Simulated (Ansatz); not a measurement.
Gas-phase electronic energies from Ansatz, PBE0-D4/def2-TZVP geometries. CBS: MP2 limit from def2 TZ/QZ plus the TZ coupled-cluster correction, frozen cores. This one scheme is used for every species. Each species was taken in one conformer, which may not be the lowest.

Consider the ligand exchange at a B–S bond: `OB(F)S[SiH3]` + CH₃OH → `COB(O)F` + `[SiH3]S`.

```json
{"level": "SCS-MP2/def2-TZVPP", "ΔE (kJ/mol)": "-69.2"}
{"level": "CCSD/def2-TZVPP", "ΔE (kJ/mol)": "-73.3"}
```

(1) What does CCSD(T)/CBS give? (Estimate.)

Largest T1 diagnostic among the species: 0.013.

## Answers

(1) The calculation gave: -67.2 kJ/mol. The listed levels differ from it by -2.0, -6.1 kJ/mol.

The D4 term adds +4.7 kJ/mol with B3LYP and +2.5 kJ/mol with PBE0; it sums over pairs of atoms, weighted by their polarisabilities, and B3LYP, whose exchange is more repulsive, gets the larger term. In def2-TZVPP, CCSD(T) changes the Hartree–Fock value by +17.5 kJ/mol (the triples alone add +3.7 kJ/mol) and MP2 by +22.1 kJ/mol.

B3LYP here is the variant with VWN-RPA as its local correlation; programs differ in this.
